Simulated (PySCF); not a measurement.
Species: C2H11NOSi3.
SMILES with atom numbers: `[O:1]=[CH:2][NH:3][SiH2:4][CH:5]([SiH3:6])[SiH3:7]` (hydrogens: H8 on C2; H9 on N3; H10, H11 on Si4; H12 on C5; H13, H14, H15 on Si6; H16, H17, H18 on Si7)

Geometry (PBE0-D3(BJ)/def2-SVP, Å), atoms numbered from 1 in this order:
```
atom  x, y, z in Å
O1    -2.5532    0.5672   -1.3141
C2    -2.7447   -0.4115   -0.6261
N3    -1.9951   -0.6978    0.4719
Si4   -0.6667    0.4050    0.9111
C5     0.6124    0.4774   -0.4492
Si6    2.1804    1.3802    0.0736
Si7    0.9820   -1.2418   -1.1303
H8    -3.5513   -1.1505   -0.8460
H9    -2.2162   -1.5429    0.9868
H10   -1.2160    1.7535    1.2209
H11   -0.0950   -0.2066    2.1478
H12    0.1437    1.0585   -1.2653
H13    2.9611    0.5317    1.0269
H14    1.8526    2.6703    0.7574
H15    3.0345    1.6702   -1.1173
H16    2.2287   -1.2254   -1.9574
H17   -0.1443   -1.7361   -1.9770
H18    1.1891   -2.2001    0.0010
```

Computed with PySCF at PBE0/pcSseg-1 and PBE0/def2-SVPD, non-relativistic, on one gas-phase PBE0-D3(BJ)/def2-SVP geometry that isn't relaxed in the solvent. The solvent is an IEF-PCM continuum (cavity from Bondi-type radii × 1.2). Only the electrostatic response of the medium enters.

Gas phase at PBE0/pcSseg-1: HOMO -7.87 eV, LUMO -0.14 eV, dipole 2.73 D.

Question: What does the continuum do to the energy, the frontier levels and the dipole at PBE0/pcSseg-1 in cyclohexane and acetonitrile?

Answer: 
```
     solvent      ε  E(solvent) − E(gas) (kcal/mol)  polarisation term (kcal/mol)  distortion of the solute (kcal/mol)  HOMO (eV)  LUMO (eV)  dipole (D)
 cyclohexane  2.017                           -2.47                         -2.65                                 0.18      -7.85      -0.06        3.07
acetonitrile  35.69                           -6.34                         -7.65                                 1.31      -7.88      -0.01        3.73
```

Polarisation term: ½ Σ q·V over the induced surface charges. Distortion: the rise of the solute's own energy as its density leaves the gas-phase optimum. From cyclohexane to acetonitrile the lowering changes by a factor 2.57, Onsager's factor (ε − 1)/(2ε + 1) by 2.37 and ε itself by 17.7.

Question: Which radius a makes the point-dipole formula ΔE = −[(ε − 1)/(2ε + 1)]·μ²/a³ give the value in acetonitrile, with the gas-phase dipole?

Answer: μ = 1.075 au and |ΔE| = 0.01011 Eh give a = 2.01 Å; the farthest nucleus lies 3.80 Å from the centroid of the nuclei, so such a sphere wouldn't even hold the nuclei. The formula assumes a rigid point dipole at the centre of a sphere.

Question: Give the dipole vector in the frame of the coordinates (D, pointing from negative to positive charge), gas and acetonitrile.

Answer: Gas (-0.43, -2.10, 1.69), solvent (-0.56, -2.88, 2.30). Its length changes by +36 % and its direction by less than 1°.

Question: Which ESP-fitted charges (PBE0/pcSseg-1) respond most in acetonitrile (means over atoms taken as equivalent)?

Answer: 
| atoms | environment | gas (e) | solvent (e) | change |
| --- | --- | --- | --- | --- |
| O1 | amide oxygen | -0.504 | -0.586 | -0.082 |
| H9 | amide N–H hydrogen | +0.324 | +0.358 | +0.034 |
| H8 | formyl hydrogen | +0.026 | +0.053 | +0.027 |
| C2 | amide carbonyl carbon | +0.506 | +0.521 | +0.015 |
| Si4 | SiH2 silicon | +0.483 | +0.498 | +0.015 |
| Si6/Si7 | SiH3 silicon | +0.286 | +0.291 | +0.005 |
| H10/H11 | Si–H hydrogen | -0.078 | -0.083 | -0.005 |
| N3 | amide nitrogen | -0.597 | -0.594 | +0.003 |
| H13 (×6) | Si–H hydrogen | -0.072 | -0.074 | -0.002 |
| C5 | sp3 carbon bound to silicon | -0.449 | -0.448 | +0.001 |
| H12 | methine hydrogen | +0.226 | +0.226 | 0.000 |

Question: How do the nuclear quadrupole coupling constants eQVzz/h respond in acetonitrile?

Answer: 
```csv
nucleus,Q (barn),gas (MHz),solvent (MHz),η gas,η solvent
17O at O1,-0.0256,9.54,9.26,0.10,0.01
14N at N3,0.02044,-3.25,-2.96,0.50,0.46
```

Gas phase at PBE0/def2-SVPD: HOMO -7.96 eV, LUMO -0.29 eV, dipole 2.69 D.

Question: What does the continuum do to the energy, the frontier levels and the dipole at PBE0/def2-SVPD in acetonitrile?

Answer: 
```csv
solvent,ε,E(solvent) − E(gas) (kcal/mol),polarisation term (kcal/mol),distortion of the solute (kcal/mol),HOMO (eV),LUMO (eV),dipole (D)
acetonitrile,35.69,-6.42,-7.97,1.55,-7.98,-0.16,3.82
```

Question: How does the static polarisability (PBE0/def2-SVPD, frozen core, with the continuum's full static response) change?

Answer: 
| medium | isotropic (au) | principal values (au) | ⟨r²⟩ of the electrons (bohr²) |
| --- | --- | --- | --- |
| gas | 115.9 | 104.7, 112.4, 130.6 | 1620.1 |
| acetonitrile | 159.7 | 153.5, 154.6, 171.2 | 1620.0 |

The isotropic value in acetonitrile is 1.38 times the gas-phase one; no cavity-field correction is applied. ⟨r²⟩ is taken about the centre of nuclear charge.
